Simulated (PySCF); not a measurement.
An unknown is described by computed data only.

Elements present: C, H and Si. Monoisotopic mass: 100.0708 u.

| Quantity | Value |
| --- | --- |
| Dipole | 0.16 D [B97-2/pcSseg-2] |
| NMR, other nuclei | isotropic shieldings of nuclei other than C and H, by class: 355 (1 Si) ppm [GIAO B97-2/pcSseg-2] |
| Rotational structure | rotational constants A, B, C: 3.118, 1.971, 1.945 GHz [PBE0-D3(BJ)/def2-TZVP] |
| 1H NMR | chemical shifts (computed TMS as zero) by class: 6.59 (1 H), 6.31 (1 H), 6.02 (1 H), 0.06 (9 H) ppm [GIAO B97-2/pcSseg-2] |
| 13C NMR | chemical shifts (computed TMS as zero) by class: 150.1 (1 C), 139.6 (1 C), -1.5 (3 C) ppm [GIAO B97-2/pcSseg-2] |

Gas-phase values; electronic properties from PySCF, density fitting. Levels stand in brackets. Isolated species at its PBE0-D3(BJ)/def2-TZVP geometry, gas phase. NMR values are class means; diastereotopic atoms form classes of their own.

Q: Which formula fits the mass and the elements?

A: C5H12Si (calculated 100.0708). No other formula that holds each of these elements comes within 0.0003 u with a fitting electron parity and a possible valence count.

Q: Propose a structure and show how it fits.

A: Numbering: `[CH2:1]=[CH:2][Si:3]([CH3:4])([CH3:5])[CH3:6]`. Its formula, C5H12Si, gives 1 degree of unsaturation: 0 rings and 1 π bond in the structure found. 5 carbons fall into 3 classes; from least to most shielded: alkene CH carbon [C2] (150.1 ppm), terminal =CH2 carbon [C1] (139.6 ppm), Si-methyl carbon [C4/C5/C6] (-1.5 ppm, 3 C, up to 3.4 ppm apart in this geometry). Hydrogen classes from least to most shielded: 1 H on an alkene CH carbon, C2 (6.59 ppm), 1 H on a terminal =CH2 carbon, C1 (6.31 ppm), 1 H on a terminal =CH2 carbon, C1 (6.02 ppm), 9 H on 3 Si-methyl carbons, C4/C5/C6 (0.06 ppm). The other shieldings belong to: 355 ppm, four-coordinate silicon [Si3]. The optimised geometry has point group Cs and is an asymmetric top. Structure: `C=C[Si](C)(C)C`. The assignments are read from this structure; whether some other isomer fits the data as well wasn't checked.

Shape of the structure used: `[CH2:1]=[CH:2][Si:3]([CH3:4])([CH3:5])[CH3:6]`: C1–C2–Si3–C4 -121°.
